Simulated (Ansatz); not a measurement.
Consider the ligand exchange at a B–O bond: `COB(F)OC` + HBr → `COB(F)Br` + CH₃OH.

Computed with Ansatz on PBE0-D4/def2-TZVP structures; ΔE is electronic, products minus reactants. CCSD(T)/CBS is the MP2 limit (def2-TZVPP, def2-QZVPP) plus CCSD(T) − MP2 in def2-TZVPP, frozen cores. This one scheme is used for every species. Functionals use def2-TZVPP. HSE06 is defined as in plane-wave codes. For Br outer-core shells are correlated without core-valence functions, which leaves a few kJ/mol of doubt a bond. Scalar relativity is left out up to krypton. One conformer a species, not always the lowest.

Is it downhill or uphill in electronic energy at CCSD(T)/CBS, and by how much? (An estimate is asked.)

Ansatz gave: Uphill: ΔE = +54.0 kJ/mol.

What do these levels give: r2SCAN-D4, PBE0-D4, HSE06-D4, r2SCAN, r2SCANh, HF/def2-SVP? (Estimate.)

Ansatz gave: r2SCAN-D4 55.3, PBE0-D4 51.5, HSE06-D4 51.2, r2SCAN 54.8, r2SCANh 55.8, HF/def2-SVP 81.4 kJ/mol.

Largest T1 diagnostic among the species: 0.012.

In def2-TZVPP, CCSD(T) changes the Hartree–Fock value by −12.3 kJ/mol (the triples alone add −2.6 kJ/mol) and MP2 by −18.9 kJ/mol. Leaving LDA and LC-ωPBE aside and taking each functional with its dispersion term where it has one, the values, not all of them listed here, spread over 19.0 kJ/mol, from revPBE-D4 to CAM-B3LYP-D4. LDA lies +10.6 kJ/mol from PBE without D4. From PBE to PBE0 (25 % exact exchange), in def2-TZVPP and without D4, ΔE moves by +4.3 kJ/mol.
